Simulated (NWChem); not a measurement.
System meant: C3H4O2Si; SMILES O=C1[SiH2]C(=O)C1

NWChem input:

```
start job
memory heap 200 mb stack 900 mb global 1100 mb
geometry units angstroms noautoz
  O      2.365377     0.000000    -0.528766
  C      1.183301     0.000000    -0.280468
  C      0.000000     0.000000    -1.275927
  C     -1.183301     0.000000    -0.280468
  O     -2.365377     0.000000    -0.528766
  Si     0.000000     0.000000     1.320965
  H      0.000000     0.892153    -1.943831
  H      0.000000    -0.892153    -1.943831
  H      0.000000    -1.235151     2.181884
  H      0.000000     1.235151     2.181884
end
basis spherical
  * library def2-svp
end
dft
  odft
  mult 2
  xc pbe0
  iterations 150
  mulliken
end
task dft energy
```

End of the output:

```
                                 NWChem DFT Module
                                 -----------------

 Summary of "ao basis" -> "ao basis" (spherical)
 ------------------------------------------------------------------------------
       Tag                 Description            Shells   Functions and Types
 ---------------- ------------------------------  ------  ---------------------
 O                          def2-svp                 6       14   3s2p1d
 C                          def2-svp                 6       14   3s2p1d
 Si                         def2-svp                 8       18   4s3p1d
 H                          def2-svp                 3        5   2s1p

 Summary of "ao basis" -> "ao basis" (spherical)
 ------------------------------------------------------------------------------
       Tag                 Description            Shells   Functions and Types
 ---------------- ------------------------------  ------  ---------------------
 O                          def2-svp                 6       14   3s2p1d
 C                          def2-svp                 6       14   3s2p1d
 Si                         def2-svp                 8       18   4s3p1d
 H                          def2-svp                 3        5   2s1p

      Symmetry analysis of basis
      --------------------------

        a1         44
        a2         12
        b1         29
        b2         23

  number of electrons :                   52
  multiplicity        :                    2
 ------------------------------------------------------------------------
  no. of electrons and multiplicity not compatible                  52
 ------------------------------------------------------------------------
 ------------------------------------------------------------------------
  current input line :
    25: task dft energy
 ------------------------------------------------------------------------
 ------------------------------------------------------------------------
 There is an error in the input file
 ------------------------------------------------------------------------
 For more information see the NWChem manual at https://nwchemgit.github.io

0: no. of electrons and multiplicity not compatible:Received an Error in Communication
```

### Question
What is wrong, and how is it mended?

### Answer
The input was rejected before any calculation. Cause: the multiplicity doesn't fit the number of electrons (an even count wants an odd multiplicity, and the reverse). This input runs:
```
start job
memory heap 200 mb stack 900 mb global 1100 mb
geometry units angstroms noautoz
  O      2.365377     0.000000    -0.528766
  C      1.183301     0.000000    -0.280468
  C      0.000000     0.000000    -1.275927
  C     -1.183301     0.000000    -0.280468
  O     -2.365377     0.000000    -0.528766
  Si     0.000000     0.000000     1.320965
  H      0.000000     0.892153    -1.943831
  H      0.000000    -0.892153    -1.943831
  H      0.000000    -1.235151     2.181884
  H      0.000000     1.235151     2.181884
end
basis spherical
  * library def2-svp
end
dft
  xc pbe0
  iterations 150
  mulliken
end
task dft energy
```
It converges to -555.89411 Ha (PBE0/def2-SVP).
